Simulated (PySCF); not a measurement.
Species: C8H7F3O.
Atom-mapped SMILES: `[CH2:1]=[C:2]([c:3]1[cH:4][c:5]1=[O:6])[C@H:7]([CH3:8])[C:9]([F:10])([F:11])[F:12]` (hydrogens: H13, H14 on C1; H15 on C4; H16 on C7; H17, H18, H19 on C8)

The same species was optimised twice, with GFN2-xTB and with PBE0-D3(BJ)/def2-SVP (PySCF), and the same property calculations (PySCF, gas phase) were run on both structures.

```json
{"coordinate": "C2–C3 (Å)", "GFN2-xTB": "1.432", "PBE0-D3(BJ)/def2-SVP": "1.448", "change": "+0.016"}
{"coordinate": "C9–F12 (Å)", "GFN2-xTB": "1.342", "PBE0-D3(BJ)/def2-SVP": "1.333", "change": "-0.009"}
{"coordinate": "C1=C2 (Å)", "GFN2-xTB": "1.335", "PBE0-D3(BJ)/def2-SVP": "1.344", "change": "+0.009"}
{"coordinate": "C5=O6 (Å)", "GFN2-xTB": "1.193", "PBE0-D3(BJ)/def2-SVP": "1.201", "change": "+0.008"}
{"coordinate": "C7–C9 (Å)", "GFN2-xTB": "1.527", "PBE0-D3(BJ)/def2-SVP": "1.520", "change": "-0.007"}
{"coordinate": "C3–C4 (Å)", "GFN2-xTB": "1.361", "PBE0-D3(BJ)/def2-SVP": "1.354", "change": "-0.007"}
{"coordinate": "C9–F11 (Å)", "GFN2-xTB": "1.343", "PBE0-D3(BJ)/def2-SVP": "1.337", "change": "-0.006"}
{"coordinate": "C7–C8 (Å)", "GFN2-xTB": "1.530", "PBE0-D3(BJ)/def2-SVP": "1.526", "change": "-0.004"}
{"coordinate": "C2–C7 (Å)", "GFN2-xTB": "1.516", "PBE0-D3(BJ)/def2-SVP": "1.513", "change": "-0.003"}
{"coordinate": "C3–C5 (Å)", "GFN2-xTB": "1.439", "PBE0-D3(BJ)/def2-SVP": "1.436", "change": "-0.003"}
{"coordinate": "C4–C5 (Å)", "GFN2-xTB": "1.424", "PBE0-D3(BJ)/def2-SVP": "1.425", "change": "+0.001"}
{"coordinate": "C9–F10 (Å)", "GFN2-xTB": "1.339", "PBE0-D3(BJ)/def2-SVP": "1.339", "change": "0.000"}
{"coordinate": "C1–C2–C3 (°)", "GFN2-xTB": "119.3", "PBE0-D3(BJ)/def2-SVP": "117.6", "change": "-1.7"}
{"coordinate": "C7–C9–F10 (°)", "GFN2-xTB": "113.8", "PBE0-D3(BJ)/def2-SVP": "112.3", "change": "-1.5"}
{"coordinate": "C2–C7–C9 (°)", "GFN2-xTB": "110.7", "PBE0-D3(BJ)/def2-SVP": "112.0", "change": "+1.3"}
{"coordinate": "C3–C2–C7 (°)", "GFN2-xTB": "118.9", "PBE0-D3(BJ)/def2-SVP": "120.1", "change": "+1.2"}
{"coordinate": "C8–C7–C9 (°)", "GFN2-xTB": "109.8", "PBE0-D3(BJ)/def2-SVP": "111.0", "change": "+1.2"}
{"coordinate": "F11–C9–F12 (°)", "GFN2-xTB": "106.4", "PBE0-D3(BJ)/def2-SVP": "107.6", "change": "+1.2"}
{"coordinate": "F10–C9–F11 (°)", "GFN2-xTB": "106.2", "PBE0-D3(BJ)/def2-SVP": "107.1", "change": "+0.9"}
{"coordinate": "F10–C9–F12 (°)", "GFN2-xTB": "106.5", "PBE0-D3(BJ)/def2-SVP": "107.4", "change": "+0.9"}
{"coordinate": "C1–C2–C3–C4 (°)", "GFN2-xTB": "-176", "PBE0-D3(BJ)/def2-SVP": "-174", "change": "+2"}
{"coordinate": "C1–C2–C7–C8 (°)", "GFN2-xTB": "-120", "PBE0-D3(BJ)/def2-SVP": "-121", "change": "-1"}
{"coordinate": "C2–C7–C9–F10 (°)", "GFN2-xTB": "73", "PBE0-D3(BJ)/def2-SVP": "68", "change": "-5"}
```

Rotational constants: A = 1638, B = 606.9, C = 572.3 MHz (GFN2-xTB) against A = 1684, B = 583.7, C = 555.9 MHz (PBE0-D3(BJ)/def2-SVP). Point groups within 0.08 Å: C1 and C1.

On the GFN2-xTB structure: HOMO (eV) -6.87 [PBE0/pcSseg-1]; LUMO (eV) -2.16 [PBE0/pcSseg-1]; dipole (D) 4.37 [PBE0/pcSseg-1]; GIAO shielding of C1 (ppm) 39.2 [PBE0/pcSseg-1]; GIAO shielding of C2 (ppm) 50.1 [PBE0/pcSseg-1]; GIAO shielding of C3 (ppm) 15.5 [PBE0/pcSseg-1]; GIAO shielding of C4 (ppm) 30.0 [PBE0/pcSseg-1]; GIAO shielding of C5 (ppm) 35.2 [PBE0/pcSseg-1]; GIAO shielding of O6 (ppm) 8.4 [PBE0/pcSseg-1]; GIAO shielding of C7 (ppm) 135.7 [PBE0/pcSseg-1]; GIAO shielding of C8 (ppm) 171.4 [PBE0/pcSseg-1].

**Question.** What do these properties become on the PBE0-D3(BJ)/def2-SVP structure?

**Answer.** 
```csv
property,level,on GFN2-xTB,on PBE0-D3(BJ)/def2-SVP,change
HOMO (eV),PBE0/pcSseg-1,-6.87,-6.89,-0.02
LUMO (eV),PBE0/pcSseg-1,-2.16,-2.12,+0.04
dipole (D),PBE0/pcSseg-1,4.37,4.24,-0.13
"energy, GFN2-xTB geometry as zero (kcal/mol)",PBE0/pcSseg-1,0.0,-1.1,-1.1
GIAO shielding of C1 (ppm),PBE0/pcSseg-1,39.2,35.2,-4.0
GIAO shielding of C2 (ppm),PBE0/pcSseg-1,50.1,47.7,-2.4
GIAO shielding of C3 (ppm),PBE0/pcSseg-1,15.5,15.4,-0.1
GIAO shielding of C4 (ppm),PBE0/pcSseg-1,30.0,31.9,+1.9
GIAO shielding of C5 (ppm),PBE0/pcSseg-1,35.2,33.8,-1.4
GIAO shielding of O6 (ppm),PBE0/pcSseg-1,8.4,6.8,-1.6
GIAO shielding of C7 (ppm),PBE0/pcSseg-1,135.7,136.1,+0.4
GIAO shielding of C8 (ppm),PBE0/pcSseg-1,171.4,170.1,-1.3
```

The heavy atoms differ by 0.106 Å rms after alignment. Among bonds between heavy atoms C2–C3 changes most (+0.016 Å). Changes are differences of the printed values. Neither structure is proved a minimum here.

Shape of the structure used: `[CH2:1]=[C:2]([c:3]1[cH:4][c:5]1=[O:6])[C@H:7]([CH3:8])[C:9]([F:10])([F:11])[F:12]`: C1–C2–C3–C4 -174°, C1–C2–C7–C8 -121°, C2–C7–C9–F10 68°.
